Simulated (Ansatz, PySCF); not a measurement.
Process, species as SMILES: CCC(O)CC → CC(C)CCO
Geometries: B3LYP-D3(BJ)/def2-TZVP minima from Ansatz (a first-principles code), one conformer each, not searched for the lowest.

Wanted: isomerisation energy (enthalpy at 298 K, with B3LYP-D3(BJ) rigid-rotor harmonic-oscillator terms from PySCF), in kcal/mol. Valence correlation only, unless marked. Spin-orbit coupling is left out. No relativistic terms. CBS marks a two-point X^-3 extrapolation of the correlation energy; Hartree-Fock from the larger set.

From measured enthalpies of formation at 298 K: 3.4 kcal/mol (CCC(O)CC -75.3, CRC Handbook; CC(C)CCO -71.9, CRC Handbook). It holds spin-orbit effects, and any other conformers, which the calculations lack, and core correlation, which the frozen-core levels lack. This is an older compilation, not checked against later work.

```json
[
 {"level": "HF/6-31G", "program": "Ansatz", "isomerisation energy (kcal/mol)": "4.1", "error against measurement": "0.7"},
 {"level": "HF/6-31G*", "program": "Ansatz", "isomerisation energy (kcal/mol)": "4.0", "error against measurement": "0.6"},
 {"level": "HF/cc-pwCVTZ", "program": "Ansatz", "isomerisation energy (kcal/mol)": "3.4", "error against measurement": "0.0"},
 {"level": "r2SCAN/def2-TZVPD", "program": "Ansatz", "isomerisation energy (kcal/mol)": "3.5", "error against measurement": "0.1"},
 {"level": "B3LYP/def2-TZVPD", "program": "Ansatz", "isomerisation energy (kcal/mol)": "3.1", "error against measurement": "-0.3"},
 {"level": "PBE0-D4/def2-TZVP", "program": "Ansatz + dftd4", "isomerisation energy (kcal/mol)": "3.5", "error against measurement": "0.1"},
 {"level": "r2SCAN0-D4/def2-TZVPD", "program": "Ansatz + dftd4", "isomerisation energy (kcal/mol)": "3.3", "error against measurement": "-0.1"},
 {"level": "RPA@PBE/cc-pVQZ", "program": "Ansatz", "isomerisation energy (kcal/mol)": "2.8", "error against measurement": "-0.6"},
 {"level": "MP2/STO-3G", "program": "Ansatz", "isomerisation energy (kcal/mol)": "3.6", "error against measurement": "0.2"},
 {"level": "MP2/cc-pwCVTZ", "program": "Ansatz", "isomerisation energy (kcal/mol)": "3.3", "error against measurement": "-0.1"},
 {"level": "MP2/CBS(cc-pVTZ,cc-pVQZ)", "program": "Ansatz", "isomerisation energy (kcal/mol)": "2.7", "error against measurement": "-0.7"},
 {"level": "SCS-MP2/aug-cc-pVTZ", "program": "Ansatz", "isomerisation energy (kcal/mol)": "2.6", "error against measurement": "-0.8"},
 {"level": "CCSD/STO-3G", "program": "Ansatz", "isomerisation energy (kcal/mol)": "3.6", "error against measurement": "0.2"},
 {"level": "CCSD(T)/STO-3G", "program": "Ansatz", "isomerisation energy (kcal/mol)": "3.7", "error against measurement": "0.3"},
 {"level": "CCSD(T)/CBS(cc-pVTZ,cc-pVQZ)", "program": "Ansatz", "isomerisation energy (kcal/mol)": "3.0", "error against measurement": "-0.4"}
]
```
